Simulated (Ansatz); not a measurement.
Ansatz (a program for electronic structure) input (B3LYP-D3(BJ)/def2-TZVP):

Ansatz 0.2 input:
```yaml
crystal:
  periodic: [false, false, false]
  atoms:
    - {symbol: F, position_ang: [1.74668357, -0.61547546, 0.03491471]}
    - {symbol: S, position_ang: [0.22985964, 0.39408553, 0.04392201]}
    - {symbol: F, position_ang: [-1.38048805, 1.24631458, 0.03129359]}
    - {symbol: F, position_ang: [-0.61858549, -1.03123658, -0.15136852]}
basis:
  gaussian:
    orbitals: def2-TZVP
hamiltonian:
  xc: b3lyp
  dispersion: d3bj
total_charge: -1
relax: {f_tol: 0.002, max_steps: 150}
```

Output:

```
Functional definition: B3LYP
integrals: 0.04 GiB planned
739 factors; their error is unknown
mean field: 0.38 GiB planned
mean field evaluation 1: about -18989.8163 eV, gradient 2.7e1 eV
mean field evaluation 2: about -18988.7482 eV, gradient 3.8e1 eV
mean field evaluation 4: about -18991.1666 eV, gradient 9.2e-1 eV
mean field evaluation 8: about -18991.2166 eV, gradient 1.5e-1 eV
mean field evaluation 16: about -18991.2166 eV, gradient 2.7e-5 eV
mean field -18991.21662741 eV, -697.9143383483 hartree, gradient 2.7e-5 eV, S^2 0.000000; 0 other end points of the search recorded, 0 dependent functions left out
the calculation of the forces begins
reference -18991.21677526 eV, -697.9143437818 hartree; 22, 22 occupied and 108, 108 virtual orbitals, 739 factors
relax step   1: F+E_penalty+E_count = -18991.29592090 eV  Δ(F+E_penalty+E_count) = +0.000e0 eV  max|allowed force component| = 2.305e-1 eV/Å  Δτ_max = 0.0000 Å  (26 SCF iters, accepted)
these checks for a lower state are left out or cut short: starts, cluster_reference, orbital_swaps, neighbouring_geometries, increment
integrals: 0.04 GiB planned
739 factors; their error is unknown
mean field: 0.38 GiB planned
mean field -18991.21820144 eV, -697.9143961928 hartree, gradient 1.3e-5 eV, S^2 0.000000; 0 other end points of the search recorded, 0 dependent functions left out
the calculation of the forces begins
reference -18991.21834926 eV, -697.9144016250 hartree; 22, 22 occupied and 108, 108 virtual orbitals, 739 factors
relax step   2: F+E_penalty+E_count = -18991.29745932 eV  Δ(F+E_penalty+E_count) = -1.538e-3 eV  max|allowed force component| = 1.675e-1 eV/Å  Δτ_max = 0.0036 Å  (30 SCF iters, accepted)
these checks for a lower state are left out or cut short: starts, cluster_reference, orbital_swaps, neighbouring_geometries, increment
integrals: 0.04 GiB planned
739 factors; their error is unknown
mean field: 0.38 GiB planned
mean field -18991.22019843 eV, -697.9144695809 hartree, gradient 1.2e-5 eV, S^2 0.000000; 0 other end points of the search recorded, 0 dependent functions left out
the calculation of the forces begins
reference -18991.22034622 eV, -697.9144750122 hartree; 22, 22 occupied and 108, 108 virtual orbitals, 739 factors
relax step   3: F+E_penalty+E_count = -18991.29936766 eV  Δ(F+E_penalty+E_count) = -1.908e-3 eV  max|allowed force component| = 5.680e-3 eV/Å  Δτ_max = 0.0100 Å  (30 SCF iters, accepted)
these checks for a lower state are left out or cut short: starts, cluster_reference, orbital_swaps, neighbouring_geometries, increment
integrals: 0.04 GiB planned
739 factors; their error is unknown
mean field: 0.38 GiB planned
mean field evaluation 32: about -18991.2202 eV, gradient 4.6e-2 eV
mean field -18991.22019097 eV, -697.9144693068 hartree, gradient 8.8e-5 eV, S^2 0.000000; 0 other end points of the search recorded, 0 dependent functions left out
the calculation of the forces begins
reference -18991.22033879 eV, -697.9144747389 hartree; 22, 22 occupied and 108, 108 virtual orbitals, 739 factors
relax step   4: F+E_penalty+E_count = -18991.29936836 eV  Δ(F+E_penalty+E_count) = -6.975e-7 eV  max|allowed force component| = 6.807e-3 eV/Å  Δτ_max = 0.0007 Å  (21 SCF iters, accepted)
these checks for a lower state are left out or cut short: starts, cluster_reference, orbital_swaps, neighbouring_geometries, increment
integrals: 0.04 GiB planned
739 factors; their error is unknown
mean field: 0.38 GiB planned
mean field -18991.22019709 eV, -697.9144695318 hartree, gradient 4.8e-5 eV, S^2 0.000000; 0 other end points of the search recorded, 0 dependent functions left out
the calculation of the forces begins
reference -18991.22034490 eV, -697.9144749634 hartree; 22, 22 occupied and 108, 108 virtual orbitals, 739 factors
relax step   5: F+E_penalty+E_count = -18991.29937065 eV  Δ(F+E_penalty+E_count) = -2.288e-6 eV  max|allowed force component| = 2.371e-4 eV/Å  Δτ_max = 0.0003 Å  (19 SCF iters, accepted)
integrals: 0.04 GiB planned
739 factors; their error is unknown
mean field: 0.38 GiB planned
mean field -18991.22019709 eV, -697.9144695318 hartree, gradient 4.8e-5 eV, S^2 0.000000; 1 other end points of the search recorded, 0 dependent functions left out
the calculation of the forces begins
reference -18991.22034490 eV, -697.9144749634 hartree; 22, 22 occupied and 108, 108 virtual orbitals, 739 factors
Total energy: -18991.29951845 eV, -697.9173845379 hartree
Atom 0 at     1.759027    -0.619401     0.035306 Å, force     0.000045     0.000140    -0.000120 eV/Å
Atom 1 at     0.224764     0.385505     0.042686 Å, force    -0.000055    -0.000210     0.000237 eV/Å
Atom 2 at    -1.389862     1.255391     0.031667 Å, force     0.000073     0.000063    -0.000126 eV/Å
Atom 3 at    -0.616460    -1.027807    -0.150897 Å, force    -0.000064     0.000006     0.000009 eV/Å
Dipole moment:     0.005382     0.009053     0.001218 e Å
```
